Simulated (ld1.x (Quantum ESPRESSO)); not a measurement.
## Transferability test, TM potential for Sb

ld1.x (Quantum ESPRESSO) 7.5 input, shortened:

```
&input
   title='Sb', zed=51., rel=1, dft='WC', iswitch=3,
   config='[Kr] 4d10 5s2 5p1.5 5d-2'
 /
 &inputp
   pseudotype=2, tm=.true., lloc=-2, rcloc=1.70,
   nlcc=.true., rcore=1.60
 /
3
5S  1  0   2.00   0.00  1.80  1.80  0.0
5P  2  1   1.50   0.00  2.40  2.40  0.0
5D  3  2  -2.00   0.15  2.10  2.10  0.0
 &test
   configts(1)='5s2 5p1.5'
 /
```

Energies are relative to the spin-unpolarised reference configuration 5s2 5p1.5; without spin polarisation the order of configurations can differ from experiment.

Task: Give the all-electron excitation energy and the error of the potential for: 5s2 5p3; 5s2 5p2; 5s2 5p1; 5s2 5p2.5; 5s1 5p0; 5s2 5p3.3; 5s1 5p4.

Result:

```
valence configuration  charge  ΔE all-electron (eV)  error AE − PS (meV)
              5s2 5p3       0               -15.359                 +0.2
              5s2 5p2      +1                -7.005                 +0.6
              5s2 5p1      +2                 9.033                 -5.0
            5s2 5p2.5    +0.5               -12.083                 +0.1
              5s1 5p0      +4                77.883                 -322
            5s2 5p3.3    -0.3               -16.520                 +0.9
              5s1 5p4       0                -7.206                 -0.9
```
